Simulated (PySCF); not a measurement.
**Computed properties of C₃H₆FNSi, SMILES F[SiH2]N1C=CC1**

C3H6FNSi, SMILES F[SiH2]N1CC=C1. Geometry: B3LYP-D3(BJ)/def2-SVP. This is a generated structure with no PubChem entry under its InChIKey; it may be hypothetical. The values are those of a single conformer. All values are computed for the isolated molecule unless a solvent is named; none is compared with measurement here.

**Structure.** All 30 harmonic modes at B3LYP-D3(BJ)/def2-SVP (PySCF) are real, so it is a minimum. With heavy atoms numbered as in [F:1][SiH2:2][N:3]1[CH:4]=[CH:5][CH2:6]1, the shortest bond between them is C4–C5 at 1.351 Å and the longest Si2–N3 at 1.716 Å.

**Vibrations.** The strongest infrared lines (harmonic, unscaled, degenerate partners summed) lie at 918 cm⁻¹ (220 km/mol, H 77 %, C 16 %), 1362 cm⁻¹ (164 km/mol, N 41 %, C 33 %, H 24 %), 972 cm⁻¹ (155 km/mol, H 60 %, C 20 %, Si 13 %). The softest mode is at 76 cm⁻¹ and the zero-point energy is 53.7 kcal/mol.

**Electronic structure.** ωB97X/def2-TZVP (PySCF) places the frontier levels at -8.62 and 2.42 eV, a gap of 11.04 eV, and gives a dipole moment of 1.66 D and a mean polarisability of 64.7 bohr³. PBE/def2-TZVP (PySCF) at the same geometry gives -5.23 and -0.72 eV, so its gap is 6.53 eV narrower. An orbital gap is neither the optical nor the fundamental gap.

**Excitations.** TDDFT-M06-2X/def2-SVPD (PySCF) has S1 at 5.99 eV (207 nm, f = 0.091, bright); the most intense of the 10 singlets computed lies at 6.02 eV (f = 0.13). T1 (TDA) is at 4.10 eV. TDDFT-PBE/def2-SVPD (PySCF) puts S1 at 5.10 eV. No vertical singlet excitation falls in the visible range (under 3.1 eV).

**NMR.** GIAO shifts at B3LYP/pcSseg-1 (PySCF) (non-relativistic, atoms alike by connectivity averaged): ¹³C from 64.2 to 155.0 ppm against TMS; ¹H from 4.8 to 7.0 ppm against TMS; ²⁹Si at -39.6 ppm against TMS; ¹⁹F at -165.6 ppm against CFCl3.
